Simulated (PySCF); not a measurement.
**Computed data sheet: `CCc1cn([SiH3])cn1`**

Compound: C5H10N2Si.
Geometry (GFN2-xTB, Å), atoms numbered from 1 in this order:
```
atom  x, y, z in Å
C1    -2.691    0.527   -1.050
C2    -2.107   -0.465   -0.043
C3    -0.618   -0.469   -0.098
C4     0.279    0.229    0.652
N5     1.539   -0.099    0.203
Si6    3.058    0.487    0.840
C7     1.320   -0.986   -0.811
N8     0.065   -1.226   -1.015
H9    -3.778    0.503   -1.022
H10   -2.360    0.273   -2.054
H11   -2.359    1.538   -0.823
H12   -2.430   -0.200    0.966
H13   -2.465   -1.469   -0.277
H14    0.142    0.918    1.460
H15    4.077   -0.173    0.030
H16    3.071    1.942    0.685
H17    3.124    0.102    2.249
H18    2.125   -1.426   -1.364
```

Structural features include: pyridine-type ring nitrogen, pyrrole-type ring nitrogen and Si–H bond.

GFN2-xTB geometry:

```
Point group of the GFN2-xTB geometry                  : C1
Rotational constants A, B, C of the GFN2-xTB geometry : 4.934, 0.892, 0.812 GHz
```

**PBE0/def2-SVPD ground state and vertical TDDFT (core frozen in the response) (PySCF)**

```
Dipole moment                                                     : 3.15 D
HOMO energy                                                       : -6.51 eV
LUMO energy                                                       : -0.03 eV
HOMO–LUMO gap                                                     : 6.48 eV
Lowest singlet excitation                                         : 5.43 eV (228 nm, f = 0.000)
Strongest line among the 6 lowest singlet transitions             : S2 at 6.14 eV (202 nm, f = 0.107)
Lowest triplet excitation (Tamm–Dancoff)                          : 4.31 eV
Static isotropic polarisability                                   : 97.5 au
Electronic spatial extent ⟨r²⟩ about the centre of nuclear charge : 1471 bohr²
```

From PBE0/pcSseg-1 ground state and GIAO shieldings, non-relativistic (PySCF):

```
Lowest Hirshfeld atomic charge                              : -0.20 e on N8
Highest Hirshfeld atomic charge                             : +0.39 e on Si6
13C chemical shifts (computed TMS as zero) by class         : 156.4 (C3), 144.5 (C7), 120.0 (C4), 26.8 (C2), 20.4 (C1) ppm
1H chemical shifts (computed TMS as zero) by class          : 7.13 (H18), 6.73 (H14), 5.06 (H15/H16/H17), 2.75 (H12/H13), 1.26 (H9/H10/H11) ppm
Isotropic shieldings of nuclei other than C and H, by class : -45 (N8), 96 (N5), 405 (Si6) ppm
Mayer bond orders between heavy atoms                       : C1–C2 1.05, C2–C3 1.04, C3–C4 1.55, C4–N5 1.08, N5–Si6 0.82, N5–C7 1.14, C7–N8 1.66, N8–C3 1.31
```

Monoisotopic mass (most abundant isotopes): 126.0613 u.

The rotational constants make it an asymmetric top with κ = (2B − A − C)/(A − C) = -0.96, nearer the prolate limit (−1). No computed singlet falls in the visible range (750 to 380 nm, 1.65 to 3.26 eV); S1 lies 2.17 eV above its blue end. A dipole of 3.15 D is allowed in C1, and pure rotational transitions are dipole-allowed. With B = h/(8π²I), that is 505.379 GHz u Å² over I, the principal moments of inertia are 102.4, 566.7 and 622.2 u Å² (most abundant isotopes); the inertial defect Ic − Ia − Ib is -46.9 u Å² (zero for a rigid planar frame, negative otherwise). The largest Löwdin shares of the HOMO are 0.29 on C4, 0.23 on C3, 0.18 on C7 and 0.10 on N5. The principal polarisabilities are 74.3, 92.6 and 125.7 au; their mean is the isotropic value.

Isolated species at its GFN2-xTB geometry (one conformer only). NMR classes are plain means over equivalent atoms (diastereotopic ones count apart unless rotation or inversion swaps them), as if these changed places fast; in this geometry the members of some classes differ.
